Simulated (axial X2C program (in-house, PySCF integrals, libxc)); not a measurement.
**Potential curves of NaSr, with spin–orbit coupling**

Computed with an in-house all-electron X2C program for linear molecules (integrals from PySCF). Two-component (2c) means X2C with spin–orbit coupling and atomic mean-field two-electron Coulomb and Gaunt terms. Basis: Sr dyall-v4z [13s14p9d4f3g], Na dyall-v4z [11s10p6d4f2g] (cores contracted in-house); Gaussian nuclei, density fitting, unrestricted open shells. Masses: Sr 87.906 u, Na 22.990 u.

State: Ω = 1/2 (⟨Sz⟩ = 0.50, ⟨Lz⟩ = 0.00 at HF). Energies in eV from the fragments at the same level (Sr + Na). Fits are polynomials in 1 − R0/R over 0.85 to 1.23 times the lowest point R0.

```csv
R (Å),HF,r2SCAN0,PBE0,BHandHLYP
3.3652,0.1842,-0.2061,-0.1692,-0.0337
3.5199,0.0873,-0.2744,-0.2326,-0.0989
3.6359,0.0370,-0.3046,-0.2597,-0.1279
3.7520,0.0015,-0.3210,-0.2734,-0.1442
3.8680,-0.0224,-0.3267,-0.2771,-0.1510
4.0034,-0.0392,-0.3232,-0.2716,-0.1500
4.1388,-0.0474,-0.3120,-0.2590,-0.1427
4.3128,-0.0497,-0.2905,-0.2365,-0.1280
4.5256,-0.0455,-0.2583,-0.2043,-0.1067
4.8350,-0.0344,-0.2089,-0.1571,-0.0767
```

One determinant describes the state; a PBE0 search over occupations chose it and may have missed a lower one. De is counted from the lowest determinant-based energies of the atoms at the same level, without counterpoise correction. Density functionals use the spin component along the axis (collinear). The determinant is spin-polarised beyond a pure state at some levels (its spin-free form has ⟨S²⟩ too high), which makes Re and μ there less reliable.

Problem. What are Re, ωe and De at the HF level?

Solution. At HF, 2c: Re = 4.282 Å, ωe ≈ 54.1 cm⁻¹, De = 0.05 eV to Sr + Na; Be follows as 0.0504 cm⁻¹.

Problem. What are Re, ωe and De at the r2SCAN0 level?

Solution. At r2SCAN0, 2c: Re = 3.886 Å, ωe ≈ 92.5 cm⁻¹, De = 0.33 eV to Sr + Na; Be follows as 0.0613 cm⁻¹.

Problem. What are Re, ωe and De at the PBE0 level?

Solution. At PBE0, 2c: Re = 3.858 Å, ωe ≈ 93.4 cm⁻¹, De = 0.28 eV to Sr + Na; Be follows as 0.0622 cm⁻¹.

Problem. Fit the BHandHLYP curve near its minimum: give the equilibrium distance, the harmonic wavenumber and the well depth.

Solution. At BHandHLYP, 2c: Re = 3.917 Å, ωe ≈ 82.1 cm⁻¹, De = 0.15 eV to Sr + Na; Be follows as 0.0603 cm⁻¹.
